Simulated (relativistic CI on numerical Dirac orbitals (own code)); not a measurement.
**Yb³⁺: resonant inelastic scattering at the N4,5 edge**

Computed with this model: Dirac-Coulomb-Breit CI, separate exchange-only KLI orbitals for each configuration, a model potential for QED, Kramers-Heisenberg scattering through one core-hole configuration in a parametric crystal field, unscaled Slater integrals; configurations [Xe] 4f13 → [Kr] 4d9 4f14 5s2 5p6; 300 K; core-hole width 0.5 eV; summed over polarisations. Incident energies are the highest absorption maxima for each field (at most a few, so the weaker spin-orbit partner edge can be absent), on the computed scale of the free ion. Intensities are in per cent of the strongest line above 0.02 eV; levels within 1 cm⁻¹ are merged; final levels count from the ground level, the first row holds all elastic scattering, lines under 0.4 are left out and each table stops after 24 rows. The scale of the Slater integrals is a model choice and moves the terms in proportion.

Field parameters in Wybourne normalisation; cubic f-shell fields have B⁴₄ = √(5/14) B⁴₀ and B⁶₄ = −√(7/2) B⁶₀. The field is a parameter set, without covalency.

S is read from ⟨S²⟩ = S(S + 1).

Oh, B40 = -460, B60 = -600 cm⁻¹:

```
Final level (eV)  Degeneracy  Irrep     S  185.5 eV
           0.000           4     Γ8  0.50     306.5
           0.010           2     Γ7  0.50      78.0
           0.041           2     Γ6  0.50     100.0
           1.268           2     Γ7  0.50       7.8
           1.285           4     Γ8  0.50      16.6
```

D3d, B20 = -680, B40 = -1160, B43 = -1020, B60 = 360, B63 = 640, B66 = 550 cm⁻¹:

```json
{"Final level (eV)": "0.000", "Degeneracy": "2", "Irrep": "Γ4", "S": "0.50", "185.6 eV": "197.7"}
{"Final level (eV)": "0.024", "Degeneracy": "2", "Irrep": "Γ4", "S": "0.50", "185.6 eV": "100.0"}
{"Final level (eV)": "0.053", "Degeneracy": "2", "Irrep": "Γ5+Γ6", "S": "0.50", "185.6 eV": "71.4"}
{"Final level (eV)": "0.090", "Degeneracy": "2", "Irrep": "Γ4", "S": "0.50", "185.6 eV": "46.7"}
{"Final level (eV)": "1.283", "Degeneracy": "2", "Irrep": "Γ4", "S": "0.50", "185.6 eV": "9.2"}
{"Final level (eV)": "1.293", "Degeneracy": "2", "Irrep": "Γ5+Γ6", "S": "0.50", "185.6 eV": "6.6"}
{"Final level (eV)": "1.350", "Degeneracy": "2", "Irrep": "Γ4", "S": "0.50", "185.6 eV": "6.2"}
```

D4h, B20 = -740, B40 = -460, B44 = -350, B60 = 140, B64 = -840 cm⁻¹:

| Final level (eV) | Degeneracy | Irrep | S | 185.5 eV |
| --- | --- | --- | --- | --- |
| 0.000 | 2 | Γ6 | 0.50 | 433.6 |
| 0.003 | 2 | Γ7 | 0.50 | 68.4 |
| 0.046 | 2 | Γ7 | 0.50 | 100.0 |
| 0.054 | 2 | Γ6 | 0.50 | 57.5 |
| 1.266 | 2 | Γ7 | 0.50 | 15.3 |
| 1.292 | 2 | Γ7 | 0.50 | 11.3 |
| 1.318 | 2 | Γ6 | 0.50 | 7.0 |

For the first field the strongest loss at the lowest incident energy is the level at 0.04 eV (S = 0.50, against 0.50 in the thermal ground state).
